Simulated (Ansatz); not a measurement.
`NB(F)[SiH3]` → `N[B]F`• + `[SiH3]`• at 400 K and 1 bar (homolysis of the B–Si bond).

Calculated with Ansatz (gas phase, PBE0-D4/def2-TZVP geometries, no zero-point term in ΔE). CCSD(T)/CBS is the MP2 limit (def2-TZVPP, def2-QZVPP) plus CCSD(T) − MP2 in def2-TZVPP, frozen cores. This one scheme is used for every species. Open shells (•) are unrestricted, without spin–orbit coupling. Each species was taken in one conformer, which may not be the lowest.

| species | CCSD(T)/CBS energy (Eh) | H − E (kJ/mol) | S (J/(mol·K)) |
| --- | --- | --- | --- |
| `NB(F)[SiH3]` | -471.46894 | 183.0 | 348.9 |
| `N[B]F`• | -180.51578 | 100.9 | 276.9 |
| `[SiH3]`• | -290.80808 | 70.3 | 229.7 |

H − E and S are ideal-gas, rigid-rotor, harmonic terms from PBE0-D4/def2-TZVP, for one conformer and one mirror image of each species, with the whole ground term of open shells counted as degenerate. 1 Eh = 2625.50 kJ/mol, R = 8.31446 J/(mol·K).

**Question.** By hand: ΔE, ΔH, ΔS and ΔG.

**Answer.** ΔE = (-180.51578) + (-290.80808) − (-471.46894) = 0.14508 Eh = 380.9 kJ/mol. Δ(H − E) = 100.9 + 70.3 − 183.0 = -11.8, so ΔH = 369.1 kJ/mol. ΔS = 276.9 + 229.7 − 348.9 = 157.7 J/(mol·K). ΔG = 369.1 − 400 × (157.7)/1000 = 306.0 kJ/mol.

**Question.** By hand: the equilibrium constant, and the temperature at which ΔG would vanish if ΔH and ΔS stayed fixed.

**Answer.** log₁₀ K = −ΔG/(RT ln 10) = -40.0. ΔG = 0 at ΔH/ΔS = 2341 K.

The number of gas molecules changes by +1, which sets the sign of ΔS. A doubt of 5 kJ/mol in ΔE shifts log₁₀ K by 0.7 here. Other conformers and mirror images would add mixing entropy, several J/(mol·K) or more a flexible species. These are equilibria of isolated gas molecules and say nothing of rates. Largest T1 diagnostic: 0.015 (customary marks: 0.02 for closed shells, 0.045 for open ones).
